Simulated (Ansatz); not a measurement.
Ansatz (a first-principles code) input:

Ansatz 0.2 input:
```yaml
crystal:
  periodic: [false, false, false]
  atoms:
    - {symbol: C, position_ang: [-1.79943925, -0.19554981, -0.30553247]}
    - {symbol: C, position_ang: [-0.51248260, -0.03502748, 0.50256221]}
    - {symbol: C, position_ang: [0.78164241, 0.06731417, -0.37023331]}
    - {symbol: O, position_ang: [1.90548821, 0.20653768, 0.30822573]}
    - {symbol: H, position_ang: [-1.75734433, -1.09873935, -0.92416679]}
    - {symbol: H, position_ang: [-1.93721244, 0.65229267, -0.98554235]}
    - {symbol: H, position_ang: [-2.69584437, -0.26564432, 0.32170343]}
    - {symbol: H, position_ang: [-0.55987408, 0.86668066, 1.12501284]}
    - {symbol: H, position_ang: [-0.38022345, -0.88223410, 1.18631418]}
    - {symbol: H, position_ang: [0.54328338, 0.91190750, -1.10595370]}
    - {symbol: H, position_ang: [0.72498623, -0.85698583, -1.04395209]}
basis:
  gaussian:
    orbitals: def2-TZVPD
hamiltonian:
  xc: {name: LC-wPBE}
total_charge: -1
output: {forces: true}
```

Problem. What final total energy does it print?

Solution. -193.69824 Eh (LC-wPBE/def2-TZVPD). The basis has 214 functions.

It need not be the lowest isomer of its formula. Whether it binds its extra electron was not tested at this geometry.
